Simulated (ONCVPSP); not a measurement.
**What one change does to a pseudopotential (carbon, ONCV)**

```json
{
  "Element": "C",
  "Generator": "ONCVPSP 4.0.1",
  "Type": "optimised norm-conserving Vanderbilt (ONCV)",
  "Functional": "Wu-Cohen",
  "Relativity": "scalar-relativistic",
  "Frozen core": "[He]",
  "Valence charge": "4",
  "Reference configuration": "2s2 2p0.5 (charge +1.5)",
  "Partial waves": "2s: rc 1.10 bohr, ncon 3, nbas 7, qcut 6.9 1/bohr, 2 projectors, debl 1.8 Ha; 2p: rc 2.10 bohr, ncon 4, nbas 7, qcut 7.9 1/bohr, 1 projector; d scattering state at 0.18 Ha: rc 1.85 bohr, ncon 4, nbas 7, qcut 6 1/bohr, 1 projector",
  "Local potential": "polynomial inside 0.85 bohr (lpopt 5, dvloc0 3 Ha)",
  "Core correction": "none"
}
```

Change: reference 2s2 2p2.

Cutoffs: the cutoffs (Ha) at which the residual kinetic energy of the hardest occupied pseudo-wave falls to 1 and 0.1 mHa per electron; they do not see the model core or the augmentation charge, which bear on the density cutoff. Errors are all-electron minus pseudo energies relative to the spin-unpolarised reference configuration.

Task: What does the change do?

Result: The potential gets softer (19 Ha and 28 Ha → 19 Ha and 25 Ha); neither file shows a bound ghost.

| quantity | base | changed |
| --- | --- | --- |
| cutoff, loose | 19 Ha | 19 Ha |
| cutoff, tight | 28 Ha | 25 Ha |
| loose cutoff by channel | s 19 Ha, p 17 Ha | s 19 Ha, p 16 Ha |
| bound ghosts | none | none |
| GHOST(+) flags under 300 eV | none | none |
| largest error over its own tests, meV | +136 | +503 |
| s: phases at 1.12 bohr within 0.05 rad from the reference energy up to (Ha; the scan ends near 5) | to the end of the scan | to the end of the scan |
| p: phases at 2.13 bohr within 0.05 rad from the reference energy up to (Ha; the scan ends near 5) | 0.2 | 1.0 |
| d: phases at 1.88 bohr within 0.05 rad from the reference energy up to (Ha; the scan ends near 5) | 3.9 | 4.6 |
